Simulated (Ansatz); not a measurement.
The first iterations of a band of AlH3S3 (7 atoms, charge 0, multiplicity 1).

All numbers below come from Ansatz 0.2.0, RKS PBE-D4/def2-SVP.

```json
{
 "movable images": "5",
 "climbing image": "yes",
 "spring": "5.0 eV/Å²",
 "optimiser": "quadratic models (default)",
 "start path": "through a guess of the saddle point",
 "force threshold": "0.05 eV/Å",
 "iteration limit": "10",
 "end points": "relaxed"
}
```

First end point:

```xyz
7
Properties=species:S:1:pos:R:3
S -2.225 0.167 0.033
Al -0.067 -0.027 -0.338
S 1.477 0.210 1.215
S 0.532 -0.480 -2.398
H -2.048 0.799 1.228
H 0.589 0.075 2.240
H 1.802 -0.812 -2.025
```

Last end point:

```xyz
7
Properties=species:S:1:pos:R:3
S -1.820 0.084 0.578
Al 0.326 -0.068 0.105
S 1.794 -0.066 1.734
S 1.126 -0.231 -1.936
H -2.166 0.416 -0.699
H 0.879 0.379 2.643
H -0.078 -0.582 -2.471
```

| iteration | highest image above the first end (eV) | largest band force component (eV/Å) |
| --- | --- | --- |
| 1 | 82.566 | 295.090 |
| 2 | 45.577 | 141.705 |
| 3 | 23.992 | 64.661 |

**Question.** Does the band converge within its limit, and where does its top end?

**Answer.** The run ended unconverged. It ended after 10 iterations with the highest image 0.887 eV above the first end. The band didn't meet its force threshold, so its energies are provisional: the largest band force was still 2.19 eV/Å, and over the last iterations the top moved between 0.89 and 1.32 eV.

Time of the run: 2.4 min on 1 thread of Arm Neoverse V1 (shared host), peak memory 0.27 GiB.
